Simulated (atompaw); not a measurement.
# Ir: one change to a PAW (atompaw) potential, before and after

- Element: Ir
- Generator: atompaw 4.2.0.5
- Type: PAW
- Functional: PBEsol
- Relativity: scalar-relativistic
- Frozen core: [Kr] 4d10 4f14 5s2
- Valence charge: 15
- Reference configuration: 5p6 5d7 6s2 6p0
- Partial waves: 6s (bound); 6s channel at 2.8 Ry; 5p (bound); 6p (bound, empty); 5d (bound); 5d channel at -0.2 Ry
- Local potential: bessel scheme, radius 2.25 bohr
- Core correction: smooth core density matched at 1.60 bohr
- Augmentation charge: gaussian compensation charge, radius 1.90 bohr; PAW radius 2.50 bohr; waves and projectors: bloechl

Change: all radii scaled by about 0.89 (s 2.24, p 1.56, d 2.24 bohr); local potential bessel scheme, radius 2.02 bohr; augmentation gaussian compensation charge, radius 1.70 bohr; PAW radius 2.24 bohr; waves and projectors: bloechl; core correction smooth core density matched at 1.44 bohr.

Cutoffs: the cutoffs (Ry, on a coarse ladder) from which the occupation-weighted sum of valence levels, in a spherical-Bessel basis at the reference potential, stays within 10 and 1 mRy of its value at 400 Ry; they do not see the model core or the augmentation charge, which bear on the density cutoff.

Task: What does the change do?

Result: The potential gets harder (30 Ry and 40 Ry → 35 Ry and 45 Ry); a bound ghost appears in s, which as a rule spoils a file. A smaller radius makes the pseudo-wave follow the all-electron one further in, where it bends more sharply, so more plane waves are needed.

```csv
quantity,base,changed
"cutoff, loose",30 Ry,35 Ry
"cutoff, tight",40 Ry,45 Ry
loose cutoff by channel (10 mRy a level),"s 6 Ry, p 25 Ry, d 18 Ry","s 8 Ry, p 30 Ry, d 21 Ry"
bound ghosts,none,s
lowest overlap eigenvalue by channel,"s 0.42, p 0.66, d 0.01","s 0.04, p 0.61, d 0.00"
```

 A true bound ghost makes a file unfit for plane-wave use even where its test errors are small: the radial tests pick states by their node count and pass the ghost by. The cutoffs see the waves, projectors and local potential, not the compensation charge or the core.
